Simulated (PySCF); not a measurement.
# State search for RbSe

Unrestricted PBE0; PySCF, scalar-relativistic core potentials, basis sets Rb def2-TZVPP with ECP28, Se def2-TZVPP. Outer shells of the fragments: Rb 5s1; Se 3d10 4s2 4p4.

Followed along the bond (rough minima from three points):

```
2Ms+1   unpaired  ⟨S²⟩ at the start  R at minimum (Å)  Te (eV)
    2        π ↑               0.75              3.14     0.00
    2        σ ↑               0.75              2.99     0.27
    4  σ ↑, π ↑↑               3.75  none in the scan   ≤ 2.47
```

Solutions found at the starting distance of 3.175 Å, counted from the lowest of them; the search is not exhaustive and high or unbound solutions are not listed, so other states can lie among these:

| 2Ms+1 | unpaired | term | E (eV) | ⟨S²⟩ | ⟨Lz²⟩ | μ (D) |
| --- | --- | --- | --- | --- | --- | --- |
| 2 | π ↑ | ²Π | 0.00 | 0.75 | 1.01 | -11.18 |
| 2 | σ ↑ | ²Σ⁺ | 0.33 | 0.75 | 0.00 | -11.94 |
| 4 | σ ↑, π ↑↑ | ⁴Σ⁻ | 2.62 | 3.75 | 0.00 | 2.03 |
| 2 | σ ↓, π ↑↑ | mixed | 2.66 | 1.75 | 0.00 | 2.58 |
| 4 | σ ↑↑, π ↑ | ⁴Π | 2.78 | 3.75 | 1.01 | 2.33 |
| 2 | σ ↑, π ↑↓ | mixed | 3.03 | 1.76 | 2.02 | 2.28 |
| 4 | π ↑↑↑ | ⁴Π | 3.78 | 3.75 | 1.00 | 1.61 |
| 4 | σ ↑, π ↑↑ | mixed | 3.98 | 3.75 | 2.01 | 1.77 |
| 4 | σ ↑, π ↑↑ | mixed | 4.04 | 3.75 | 2.01 | 2.67 |
| 2 | σ ↑ | mixed | 4.31 | 0.75 | 2.01 | 2.18 |
| 2 | π ↑↑, δ ↓ | mixed | 4.54 | 1.75 | 4.00 | 1.16 |

A term symbol is given only where ⟨S²⟩ and ⟨Lz²⟩ are close to those of a pure state; real π, δ and φ orbitals otherwise mix terms. A positive dipole means Rb(−)Se(+).

Q: Compare the gap between the two lowest followed solutions at the starting distance with the gap between their minima.

A: At PBE0 the second solution (doublet, unpaired electrons σ ↑) lies +0.33 eV from the first (doublet, unpaired electrons π ↑) at 3.175 Å and +0.27 eV at the minima; the two curves relax by different amounts, since their minima lie near 2.99 and 3.14 Å.

Spin–orbit coupling is left out. Counting both spins, an empty level lies below a filled one in some of these solutions, because spin and occupation are held.
